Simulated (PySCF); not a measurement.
Computed shifts of a molecule C3H7NOSi, PBE/pcSseg-1 (PySCF), GIAO, gas phase, atoms alike by connectivity averaged where their shifts nearly agree, in ppm (number of nuclei): ¹³C: 151.1 (1), 108.1 (1), 48.3 (1). ²⁹Si: -33.8 (1). ¹⁵N: 34.5 (1). ¹H: 6.82 (1), 5.90 (1), 5.38 (1), 4.54 (1), 4.36 (1), 4.21 (1), 0.63 (1). References: ¹³C against TMS (σ = 182.0 ppm); ¹⁷O against H2O (σ = 334.3 ppm); ²⁹Si against TMS (σ = 335.4 ppm); ¹⁵N against NH3 (σ = 267.0 ppm); ¹H against TMS (σ = 31.49 ppm), references at their B3LYP-D3(BJ)/def2-TZVP geometries, non-relativistic. Geometry: ωB97X-D3(BJ)/def2-SVP. One conformer was computed; it need not be the lowest.

Task: Pick the molecule that these values belong to.
A) C1=CO[SiH2]NC1
B) C=C/N=C/O[SiH3]
C) C[SiH2]C1=NCO1
D) N[C@@H]1C=CO[SiH2]1

Result: A, C1=CO[SiH2]NC1
